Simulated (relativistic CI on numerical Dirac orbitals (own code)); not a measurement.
# Hyperfine structure of Bi⁵⁹⁺, mass number 207

Computed by Dirac-Coulomb-Breit CI, separate exchange-only KLI orbitals for each configuration, model QED (radiative potential, 1s self-energy scaled to tabulated hydrogen-like ionisation energies), unscaled Slater integrals (own radial code, finite nucleus).

Configurations in the expansion (outside the closed core [Ne]): 3s2 3p6 3d6, 3s2 3p5 3d7, 3s2 3p4 3d8, 3s 3p6 3d7, 3p6 3d8, 3s 3p5 3d8, 3s2 3p6 3d5 4s, 3s2 3p6 3d5 4p, 3s2 3p4 3d7 4s, 3s2 3p6 3d5 4d, 3s2 3p5 3d6 4s, 3s2 3p6 3d5 4f, 3s2 3p6 3d4 4s2, 3s 3p6 3d6 4s, 3p6 3d7 4s, 3p6 3d7 4p. Levels of other configurations are missing.

Nuclear spin I = 9/2, μ = 4.0729 μN, Q = -0.76 b (tables of Stone and Pyykkö). The electronic factors are computed for point nuclear moments, without core polarisation or the Bohr-Weisskopf and QED corrections.

```tsv
Level	E (cm⁻¹)	A (MHz)	B (MHz)
3s2 3p6 3d6 5D_3	914283	36470	-1610
3s2 3p6 3d6 3H_6	992876	76370	80000
3s2 3p6 3d6 3G_5	994768	68450	-40500
3s2 3p6 3d6 3P_1	1223221	33860	-58600
```

Levels with J = 0, under 50 % of one LS term, or S terms without an open s electron are left out. Small factors come from cancelling terms and can be off by tens of per cent or more.

At this charge energies of transitions that change n are usually good to better than 1 %, and those within a shell (Δn = 0) to a few per cent.

Give the hyperfine levels of 3s2 3p6 3d6 5D_3 relative to its centre of gravity.

With K = F(F + 1) − I(I + 1) − J(J + 1), E = AK/2 + B[¾K(K + 1) − I(I + 1)J(J + 1)]/[2I(2I − 1)J(2J − 1)]: F = 3/2: -602500, F = 5/2: -511000, F = 7/2: -383000, F = 9/2: -218500, F = 11/2: -17790, F = 13/2: 219100, F = 15/2: 492000 MHz.

LS names give the leading component of a level, which can be under half, so a name can repeat, a term be missing and a line seem to break the LS rules.
